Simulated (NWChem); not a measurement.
Species: aminoborane (BNH₄); SMILES BN

All runs: NWChem. Structure relaxed at the PBE0/def2-SVP level.

For level PBE/cc-pVTZ:

```yaml
highest occupied level (eV): -7.30
dipole (D): 2.15
```

Q: What are these values for level PBE/cc-pVDZ?

A: 
- highest occupied level (eV): -7.10
- dipole (D): 2.31
